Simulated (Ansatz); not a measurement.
Basis-set extrapolation for C2H7AlO (PBE0-D4/def2-TZVP geometry, frozen core, the Gaussian-basis code of Ansatz). Multiplicity 1, RHF reference.

```tsv
	def2-TZVPP	def2-QZVPP
HF	-396.656266	-396.670875
MP2 correlation	-0.678092	-0.725768
CCSD(T) correlation	-0.744212	not run
```

Energies in hartree. Use E(X) = E(∞) + A·exp(−7.88·√X) for Hartree–Fock and E(X) = E(∞) + B·X^(−2.97) for correlation, with X = 3 and 4, and add CCSD(T) minus MP2 of the smaller set to the MP2 limit.

**Question.** What is the CCSD(T) energy at the basis-set limit?

**Answer.** HF limit: -396.670875 + (-0.014609) × 0.13774 = -396.67289. MP2 limit: -0.725768 + (-0.047676) × 0.74074 = -0.76108. Higher-order term: -0.744212 − (-0.678092) = -0.06612. Total: -397.50009 hartree, 261.5 kJ/mol below CCSD(T)/def2-TZVPP.
